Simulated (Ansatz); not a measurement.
Process, species as SMILES: C#C[SiH2][SiH2][SiH3] [disilanyl(ethynyl)silane] + C (CH4) + 2 [SiH4] (SiH4) -> C#C (C2H2) [acetylene] + C[SiH3] [methylsilane] + 2 [SiH3][SiH3]
Geometries: B3LYP-D3(BJ)/def2-TZVP minima from Ansatz (a quantum-chemistry and plane-wave program), one conformer each, not searched for the lowest.

Wanted: bond separation energy (electronic energy difference), in eV. Cores are frozen in the correlated levels unless marked. Spin-orbit coupling is left out. Non-relativistic. CBS marks a two-point X^-3 extrapolation of the correlation energy; Hartree-Fock from the larger set. The bracket is a focal-point correction in the basis named.

| level | program | bond separation energy (eV) |
|---|---|---|
| PBE-D3(BJ)/def2-TZVPD | Ansatz + dftd3 | 0.54 |
| revPBE-D4/def2-TZVPD | Ansatz + dftd4 | ___ |
| PBE0-D4/def2-TZVPD | Ansatz + dftd4 | 0.54 |
| CAM-B3LYP-D3(BJ)/def2-TZVPD | Ansatz + dftd3 | 0.54 |
| CAM-B3LYP/def2-TZVPD | Ansatz | 0.48 |
| SCS-MP2/6-31G | Ansatz | 0.55 |
| SCS-MP2/cc-pV(T+d)Z | Ansatz | 0.60 |
| CCSD/6-31G | Ansatz | ___ |
| CCSD/6-31G* | Ansatz | 0.58 |
| RI-MP2/CBS(cc-pV(T+d)Z,cc-pV(Q+d)Z)+[CCSD(T)-MP2]/cc-pV(T+d)Z | Ansatz | 0.54 |

Question: What belongs in the gaps?

Answer: 
- revPBE-D4/def2-TZVPD, bond separation energy (eV): 0.56
- CCSD/6-31G, bond separation energy (eV): 0.50
